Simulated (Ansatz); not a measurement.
Species: H3SiO, charge 0, doublet. H3SiO (SMILES O[SiH2], doublet).
B3LYP-D3(BJ)/def2-TZVP minimum from Ansatz (an electronic-structure program):
```xyz
5

Si    -0.5631     0.1366     0.0349
O      1.0580    -0.1444    -0.1741
H     -1.2425    -0.6984    -0.9877
H     -1.0034    -0.2603     1.4069
H      1.6648     0.2016     0.4858
```
Charge 0, spin multiplicity 2.

Property: atomisation energy (electronic, to ground-state atoms), in kcal/mol. UHF or UKS for unpaired electrons; spin-orbit terms are left out. CBS(X,Y): correlation extrapolated as X^-3, Hartree-Fock from the larger set (Q,5: extrapolated as (X+1)exp(-9√X)). A bracket is a step between two methods taken in the basis named. Functionals run without relativity, which enters their misses. '+ core + X2C': CCSD(T) terms for core correlation (cc-pwCVTZ, 1s frozen past Ne) and scalar relativity (cc-pVTZ-DK). Where a partner has so few electrons that a lower coupled-cluster level is exact, that level stands in.

CCSD(T)/CBS(cc-pV(Q+d)Z,cc-pV(5+d)Z) + [CCSDT(Q) - CCSD(T)]/cc-pV(T+d)Z + core + X2C (Ansatz) gives 364.9 kcal/mol.

**Question.** How far off this value is PBE/def2-TZVPD (Ansatz), in which direction, and which of these levels come nearer: r2SCAN/def2-TZVPD, B3LYP/def2-TZVPD, PBE0/def2-TZVPD, wB97M-V/def2-TZVPD, CCSD(T)/CBS(cc-pV(Q+d)Z,cc-pV(5+d)Z) + core + X2C?

**Answer.** PBE gives 363.8 kcal/mol, 1.1 kcal/mol below it. Differences of the others: r2SCAN/def2-TZVPD (Ansatz) 0.7; B3LYP/def2-TZVPD (Ansatz) -3.1; PBE0/def2-TZVPD (Ansatz) -7.7; wB97M-V/def2-TZVPD (Ansatz) -1.7; CCSD(T)/CBS(cc-pV(Q+d)Z,cc-pV(5+d)Z) + core + X2C (Ansatz) 0.0 kcal/mol. Nearer than PBE: r2SCAN/def2-TZVPD, CCSD(T)/CBS(cc-pV(Q+d)Z,cc-pV(5+d)Z) + core + X2C.
